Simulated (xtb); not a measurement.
xtb input:

```bash
xtb mol.xyz --gfnff --opt tight --chrg 0 --uhf 0
```
mol.xyz:
```
9

C     -2.96875730    -0.09314920    -0.17247785
O     -1.77408394    -0.18986198    -0.95229490
Ge    -0.20167121    -0.03311555    -0.18123455
Br     0.05915163    -1.67361398     1.42438106
Br     1.34452838    -0.26269055    -1.85120164
Br    -0.02309818     2.03204981     0.83879923
H     -3.05002175     0.88421384     0.30926314
H     -3.80071793    -0.22079128    -0.86336339
H     -3.01092996    -0.87701879     0.58757923
```

Question: Predict the final energy.

Answer: -0.83336 Eh (GFN-FF).
